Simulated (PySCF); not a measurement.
ethyl phenyl sulfide, C$_{8}$H$_{10}$S

Molfile (atoms numbered from 1):
```
C8H10S
     RDKit          3D

 19 19  0  0  0  0  0  0  0  0999 V2000
    3.7942    0.1833    0.0164 C   0  0  0  0  0  0  0  0  0  0  0  0
    2.3496   -0.2402    0.2116 C   0  0  0  0  0  0  0  0  0  0  0  0
    1.2633    1.0955   -0.3507 S   0  0  0  0  0  0  0  0  0  0  0  0
   -0.3550    0.4866   -0.0142 C   0  0  0  0  0  0  0  0  0  0  0  0
   -1.4222    1.3523   -0.3040 C   0  0  0  0  0  0  0  0  0  0  0  0
   -2.7340    0.9546   -0.0761 C   0  0  0  0  0  0  0  0  0  0  0  0
   -3.0103   -0.3104    0.4463 C   0  0  0  0  0  0  0  0  0  0  0  0
   -1.9547   -1.1702    0.7353 C   0  0  0  0  0  0  0  0  0  0  0  0
   -0.6339   -0.7821    0.5084 C   0  0  0  0  0  0  0  0  0  0  0  0
    4.4714   -0.6129    0.3593 H   0  0  0  0  0  0  0  0  0  0  0  0
    4.0121    0.3822   -1.0437 H   0  0  0  0  0  0  0  0  0  0  0  0
    4.0233    1.0954    0.5875 H   0  0  0  0  0  0  0  0  0  0  0  0
    2.1305   -1.1526   -0.3654 H   0  0  0  0  0  0  0  0  0  0  0  0
    2.1427   -0.4491    1.2732 H   0  0  0  0  0  0  0  0  0  0  0  0
   -1.2136    2.3453   -0.7104 H   0  0  0  0  0  0  0  0  0  0  0  0
   -3.5505    1.6427   -0.3082 H   0  0  0  0  0  0  0  0  0  0  0  0
   -4.0416   -0.6210    0.6260 H   0  0  0  0  0  0  0  0  0  0  0  0
   -2.1543   -2.1639    1.1442 H   0  0  0  0  0  0  0  0  0  0  0  0
    0.1716   -1.4786    0.7418 H   0  0  0  0  0  0  0  0  0  0  0  0
  1  2  1  0
  2  3  1  0
  3  4  1  0
  4  5  2  0
  5  6  1  0
  6  7  2  0
  7  8  1  0
  8  9  2  0
  9  4  1  0
  1 10  1  0
  1 11  1  0
  1 12  1  0
  2 13  1  0
  2 14  1  0
  5 15  1  0
  6 16  1  0
  7 17  1  0
  8 18  1  0
  9 19  1  0
M  END
```

The calculation used PySCF 2.14.0, quadratic response CAM-B3LYP/aug-cc-pVDZ first hyperpolarisability, Taylor convention, gas phase. Geometry: PBE0-D3(BJ)/def2-SVP.

(1) Give β for the processes computed.

(2) Which lowest excitations, dipole and polarisabilities go with it?

## Answers

(1) In au, Taylor convention; the vector part is βᵢ = ⅓ Σⱼ (βᵢⱼⱼ + βⱼᵢⱼ + βⱼⱼᵢ); β∥ is 3/5 of the vector part along the dipole, the dipole points from − to +:
```csv
process,λ (nm),β vector norm,β∥,β HRS,depolarisation ratio
"static β(0;0,0)",∞,395.0,57.4,173.1,4.22
"second harmonic β(−2ω;ω,ω)",1907,433.9,61.7,189.4,4.29
"Pockels β(−ω;ω,0)",1907,407.4,58.8,–,–
"second harmonic β(−2ω;ω,ω)",1064,543.2,73.4,234.9,4.46
"Pockels β(−ω;ω,0)",1064,436.9,62.0,–,–
```

(2) S1 4.88 eV (f = 0.015); S2 5.17 eV (f = 0.014); S3 5.25 eV (f = 0.240); dipole 1.46 D; isotropic α 119.6 au static, 120.1 au at 1907 nm, 121.2 au at 1064 nm, 121.6 au at 953.5 nm, 126.6 au at 532 nm.
